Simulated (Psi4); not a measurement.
C2H12Ge2Si, singlet, at a GFN2-xTB geometry; HF/def2-TZVPPD (Psi4).

Psi4 was given this input:
```
memory 2 GB

molecule mol {
0 1
C    -0.150889   -1.635522    1.747215
Si   -0.042193   -0.719403    0.079032
C    -0.061275   -1.983524   -1.347783
Ge   -1.913431    0.704178   -0.134591
Ge    1.983494    0.490771    0.002735
H    -1.066335   -2.216521    1.821966
H    -0.140779   -0.927053    2.572104
H     0.687963   -2.313025    1.883296
H     0.000085   -1.475980   -2.307525
H    -0.974390   -2.572906   -1.343464
H     0.779703   -2.668793   -1.282049
H    -2.907301    0.626688    0.988628
H    -1.606496    2.171739   -0.213768
H    -2.761198    0.470038   -1.351738
H     2.904375    0.268911    1.168184
H     2.860946    0.199211   -1.180531
H     1.845123    1.985231   -0.038778
}

set {
  basis def2-tzvppd
  reference rhf
}

energy('scf')
print_variables()
```

What does Psi4 print? Leave out banner, timings and long lists.


```
   => Loading Basis Set <=

    Name: DEF2-TZVPPD
    Role: ORBITAL
    Keyword: BASIS

         ---------------------------------------------------------
                                   SCF
               by Justin Turney, Rob Parrish, Andy Simmonett
                          and Daniel G. A. Smith
                              RHF Reference
         ---------------------------------------------------------

  ==> Geometry <==

    Molecular point group: c1
    Full point group: C1

    Geometry (in Angstrom), charge = 0, multiplicity = 1:

       Center              X                  Y                   Z               Mass
    ------------   -----------------  -----------------  -----------------  -----------------
         C           -0.155945206333    -1.721754718731     1.756750811163    12.000000000000
         SI          -0.047249206333    -0.805635718731     0.088567811163    27.976926534650
         C           -0.066331206333    -2.069756718731    -1.338247188837    12.000000000000
         GE          -1.918487206333     0.617945281269    -0.125055188837    73.921177761000
         GE           1.978437793667     0.404538281269     0.012270811163    73.921177761000
         H           -1.071391206333    -2.302753718731     1.831501811163     1.007825032230
         H           -0.145835206333    -1.013285718731     2.581639811163     1.007825032230
         H            0.682906793667    -2.399257718731     1.892831811163     1.007825032230
         H           -0.004971206333    -1.562212718731    -2.297989188837     1.007825032230
         H           -0.979446206333    -2.659138718731    -1.333928188837     1.007825032230
         H            0.774646793667    -2.755025718731    -1.272513188837     1.007825032230
         H           -2.912357206333     0.540455281269     0.998163811163     1.007825032230
         H           -1.611552206333     2.085506281269    -0.204232188837     1.007825032230
         H           -2.766254206333     0.383805281269    -1.342202188837     1.007825032230
         H            2.899318793667     0.182678281269     1.177719811163     1.007825032230
         H            2.855889793667     0.112978281269    -1.170995188837     1.007825032230
         H            1.840066793667     1.898998281269    -0.029242188837     1.007825032230

  Running in c1 symmetry.

  Rotational constants: A =      0.06254  B =      0.02436  C =      0.02136 [cm^-1]
  Rotational constants: A =   1875.04501  B =    730.20784  C =    640.35914 [MHz]
  Nuclear repulsion =  724.190797049302887

  Charge       = 0
  Multiplicity = 1
  Electrons    = 102
  Nalpha       = 51
  Nbeta        = 51

  ==> Algorithm <==

  SCF Algorithm Type is DF.
  DIIS enabled.
  MOM disabled.
  Fractional occupation disabled.
  Guess Type is SAD.
  Energy threshold   = 1.00e-06
  Density threshold  = 1.00e-06
  Integral threshold = 1.00e-12

  ==> Primary Basis <==

  Basis Set: DEF2-TZVPPD
    Blend: DEF2-TZVPPD
    Number of shells: 162
    Number of basis functions: 434
    Number of Cartesian functions: 481
    Spherical Harmonics?: true
    Max angular momentum: 3

   => Loading Basis Set <=

    Name: (DEF2-TZVPPD AUX)
    Role: JKFIT
    Keyword: DF_BASIS_SCF

  ==> Integral Setup <==

  SCF_SUBTYPE=INCORE selected. In-core MEM_DF algorithm will be used.
  Using in-core AOs.

  ==> MemDFJK: Density-Fitted J/K Matrices <==

    J tasked:                   Yes
    K tasked:                   Yes
    wK tasked:                   No
    Algorithm:                 Core
    Schwarz Cutoff:           1E-12
    Mask sparsity (%):       9.5755
    Fitting Condition:        1E-10

   => Auxiliary Basis Set <=

  Basis Set: (DEF2-TZVPPD AUX)
    Blend: DEF2-UNIVERSAL-JKFIT
    Number of shells: 280
    Number of basis functions: 1026
    Number of Cartesian functions: 1315
    Spherical Harmonics?: true
    Max angular momentum: 5

  Minimum eigenvalue in the overlap matrix is 2.9990483251E-05.
  Reciprocal condition number of the overlap matrix is 2.4363972808E-06.
    Using symmetric orthogonalization.

  ==> Pre-Iterations <==

  SCF Guess: Superposition of Atomic Densities via on-the-fly atomic UHF (no occupation information).

   -------------------------
    Irrep   Nso     Nmo
   -------------------------
     A        434     434
   -------------------------
    Total     434     434
   -------------------------

  ==> Iterations <==

                           Total Energy        Delta E     RMS |[F,P]|

   @DF-RHF iter SAD: -4514.43344836832421   -4.51443e+03   0.00000e+00
   @DF-RHF iter   1: -4519.54703270508253   -5.11358e+00   9.24539e-03 ADIIS/DIIS
   @DF-RHF iter   2: -4520.46838463896347   -9.21352e-01   9.00894e-03 ADIIS/DIIS
   @DF-RHF iter   3: -4522.42301090185538   -1.95463e+00   3.70910e-04 ADIIS/DIIS
   @DF-RHF iter   4: -4522.43657156414429   -1.35607e-02   1.20137e-04 ADIIS/DIIS
   @DF-RHF iter   5: -4522.43811215502774   -1.54059e-03   3.45298e-05 DIIS
   @DF-RHF iter   6: -4522.43828745727296   -1.75302e-04   6.79382e-06 DIIS
   @DF-RHF iter   7: -4522.43829712092793   -9.66365e-06   1.36560e-06 DIIS
   @DF-RHF iter   8: -4522.43829748332064   -3.62393e-07   3.19227e-07 DIIS
  Energy and wave function converged.

  ==> Post-Iterations <==

    Orbital Energies [Eh]
    ---------------------

    Doubly Occupied:

[...]
    Virtual:

[...]
    Final Occupation by Irrep:
              A
    DOCC [    51 ]
    NA   [    51 ]
    NB   [    51 ]

  @DF-RHF Final Energy: -4522.43829748332064

   => Energetics <=

    Nuclear Repulsion Energy =            724.1907970493028870
    One-Electron Energy =               -7748.1103898880101042
    Two-Electron Energy =                2501.4812953553864645
    Total Energy =                      -4522.4382974833206390

Computation Completed

Properties will be evaluated at   0.000000,   0.000000,   0.000000 [a0]

Properties computed using the SCF density matrix

 Multipole Moments:

 ------------------------------------------------------------------------------------
     Multipole            Electronic (a.u.)      Nuclear  (a.u.)        Total (a.u.)
 ------------------------------------------------------------------------------------

 L = 1.  Multiply by 2.5417464519 to convert [e a0] to [Debye]
 Dipole X            :          0.9376787           -0.9745451           -0.0368664
 Dipole Y            :         15.9967160          -16.6215535           -0.6248375
 Dipole Z            :         -1.7689778            1.8379963            0.0690184
 Magnitude           :                                                    0.6297179

 ------------------------------------------------------------------------------------

  Variable Map:
  ----------------------------------------------------------------------------
[...]
  Array Variable Map:
  ----------------------------------------------------------------------------
[...]
[...]
```
